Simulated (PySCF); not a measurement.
# Correlation energy of Cu²⁺ (copper, charge +2)

[Ar] 3d8 4s1, high-spin 4F determinant (an excited configuration). Calculation: PySCF 2.14, in x2c-TZVPPall with one added diffuse shell each of s, p, d, f type (7s6p5d3f1g, 80 functions); scalar relativity by spin-free X2C-1e. Frozen: [Ne]; 17 electrons correlated.

```csv
level,correlation energy (mhartree)
CCSD,-544.02
(T),-8.38
CCSD(T),-552.40
```

Diagnostics: T1 = 0.0073, D1 = 0.0174, largest double amplitude 0.016.

Cost of the coupled-cluster step: about 27 core-seconds, for 17 correlated electrons.

Iterations:

```
CC2 = 0
CCSD nocc = (np.int64(10), np.int64(7)), nmo = (75, 75)
frozen orbitals [[0, 1, 2, 3, 4], [0, 1, 2, 3, 4]]
max_cycle = 100
direct = 0
conv_tol = 1e-08
conv_tol_normt = 1e-06
diis_space = 8
diis_start_cycle = 0
Init t2, MP2 energy = -0.562604437948688
Init E_corr(UCCSD) = -0.562604437955855
cycle = 1  E_corr(UCCSD) = -0.532115556039002  dE = 0.0304888819  norm(t1,t2) = 0.0573399
cycle = 2  E_corr(UCCSD) = -0.545186579317991  dE = -0.0130710233  norm(t1,t2) = 0.0167121
cycle = 3  E_corr(UCCSD) = -0.543634233069099  dE = 0.00155234625  norm(t1,t2) = 0.00750345
cycle = 4  E_corr(UCCSD) = -0.543963670847242  dE = -0.000329437778  norm(t1,t2) = 0.00192378
cycle = 5  E_corr(UCCSD) = -0.54404619587374  dE = -8.25250265e-05  norm(t1,t2) = 0.000441686
cycle = 6  E_corr(UCCSD) = -0.544020322778648  dE = 2.58730951e-05  norm(t1,t2) = 0.000177948
cycle = 7  E_corr(UCCSD) = -0.544016365139701  dE = 3.95763895e-06  norm(t1,t2) = 4.10845e-05
cycle = 8  E_corr(UCCSD) = -0.544020484287574  dE = -4.11914787e-06  norm(t1,t2) = 1.41281e-05
cycle = 9  E_corr(UCCSD) = -0.54401987729395  dE = 6.06993624e-07  norm(t1,t2) = 3.65199e-06
cycle = 10  E_corr(UCCSD) = -0.544019687939218  dE = 1.89354731e-07  norm(t1,t2) = 1.02681e-06
cycle = 11  E_corr(UCCSD) = -0.544019733897281  dE = -4.59580624e-08  norm(t1,t2) = 3.65733e-07
cycle = 12  E_corr(UCCSD) = -0.544019739882218  dE = -5.98493688e-09  norm(t1,t2) = 1.10447e-07
UCCSD converged
E(UCCSD) = -1652.57637708448  E_corr = -0.5440197398822175
UCCSD(T) correction = -0.00838415112501563
```

This basis was not built for core-valence correlation, so the inner-shell part is incomplete.
